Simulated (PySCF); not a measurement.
**SiBr₂ + F₂ → SiF₂ + Br₂**

Level: PBE0 in the def2-TZVP basis family, all electrons, no relativity, computed in PySCF with density fitting; open shells unrestricted.

```csv
species,state and structure,E (Eh),ZPE (kJ/mol),H(298 K) − H(0) (kJ/mol),S° (J/(mol K))
SiBr₂,"singlet, C2v, Si–Br 2.249 Å (×2); Br–Si–Br 102.0°",-5437.15901,5.6,13.3,305.1
F₂,"singlet, D∞h, F–F 1.376 Å",-199.40856,6.6,8.7,201.9
SiF₂,"singlet, C2v, Si–F 1.601 Å (×2); F–Si–F 100.6°",-489.06017,12.3,11.2,256.9
Br₂,"singlet, D∞h, Br–Br 2.281 Å",-5147.70672,2.0,9.7,244.8
```

Question: What is the electronic reaction energy?

Answer: At PBE0/def2-TZVP, ΔE = -523.3 kJ/mol from the differences of the total energies times 2625.5, downhill. Fluorination of this kind underlies dry etching and chamber cleaning.

Question: Add zero-point, thermal and entropy terms for 298.15 K and 1 bar.

Answer: ΔZPE = 2.1 and Δ[H(298) − H(0)] = -1.1 kJ/mol give ΔH° = -522.3 kJ/mol. ΔS° = -5.3 J/(mol K), so ΔG° = -522.3 − 298.15 × (-0.0053) = -521 kJ/mol.

Each species is the lowest minimum found with this bonding; other isomers or fragments can lie lower.
